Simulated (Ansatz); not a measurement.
Reactions of C$_{2}$H$_{7}$ClSn (`[CH3][SnH2][CH2]Cl`).

Program: Ansatz. Geometries: PBE0-D4/def2-TZVP. ΔE: electronic, gas phase. CCSD(T)/CBS is the MP2 limit (def2-TZVPP, def2-QZVPP) plus CCSD(T) − MP2 in def2-TZVPP, frozen cores. This one scheme is used for every species. Functionals use def2-TZVPP. B3LYP here is the variant with VWN-RPA as its local correlation; programs differ in this. Elements past krypton have def2 core potentials. For I, Mg, Sn outer-core shells are correlated without core-valence functions, which leaves a few kJ/mol of doubt a bond. One conformer a species, not always the lowest.

| reaction | ωB97X-V (kcal/mol) | B3LYP-D4 (kcal/mol) | MP2/CBS(def2) (kcal/mol) | CCSD(T)/CBS(def2) (kcal/mol) |
| --- | --- | --- | --- | --- |
| `[CH3][SnH2][CH2]Cl` + `C#CNCN` → `C#CN(C)CN` + `Cl[CH2][SnH3]` | 9.8 | 10.2 | 12.8 | 12.1 |
| `[CH3][SnH2][CH2]Cl` + HI → `ClCI` + `[CH3][SnH3]` | 8.5 | 7.7 | 8.7 | 8.9 |
| `[CH3][SnH2][CH2]Cl` + `[AlH3]` → `[CH3][SnH2][AlH2]` + `CCl` | -15.0 | -15.9 | -14.2 | -15.1 |
| `[CH3][SnH2][CH2]Cl` + `CN[SiH3]` → `CN[SiH2]CCl` + `[CH3][SnH3]` | -6.1 | -6.0 | -3.7 | -4.5 |
| `[CH3][SnH2][CH2]Cl` + H–F → `[CH3][SnH2][CH2]F` + HCl | 7.5 | 7.5 | 13.9 | 11.1 |
| `[CH3][SnH2][CH2]Cl` + H–F → `[CH3][SnH2][F]` + `CCl` | -22.8 | -22.5 | -17.9 | -19.2 |
| `[CH3][SnH2][CH2]Cl` + `[SH][Mg][Cl]` → `C[S][Mg][Cl]` + `Cl[CH2][SnH3]` | 13.8 | 13.7 | 16.7 | 15.9 |
| `[CH3][SnH2][CH2]Cl` + fluoromethane → `[CH3][SnH2][CH2]F` + `CCl` | 2.5 | 2.5 | 4.4 | 3.5 |

Largest T1 diagnostic: 0.013, for `[CH3][SnH2][F]`.
